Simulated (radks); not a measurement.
Results of a calculation; reference values are marked as such.
Problem. Species: Ru14+. Configuration: [Ar] 3d10 4s2. Level of theory: Dirac Kohn-Sham, exchange-only PBE, spin-unpolarised, spherical densities, finite nucleus; Fermi nuclear charge, rms radius 4.4809 fm (a radial shooting solver on a logarithmic mesh with Libxc functionals).

Spin-orbit splittings of the eigenvalues, e(l+1/2) - e(l-1/2), with zeta = 2 splitting/(2l+1) and mean radii in bohr:

| shell | occ. | splitting (eV) | zeta (eV) | <r> j=l-1/2 | <r> j=l+1/2 |
|---|---|---|---|---|---|
| 2p | 6 | 131.2 | 87.49 | 0.1235 | 0.1282 |
| 3p | 6 | ? | ? | 0.3914 | 0.4016 |
| 3d | 10 | 4.501 | 1.801 | 0.3744 | 0.3776 |

Estimate the 3p splitting.

Solution. 22.74 eV (zeta = 15.16 eV).
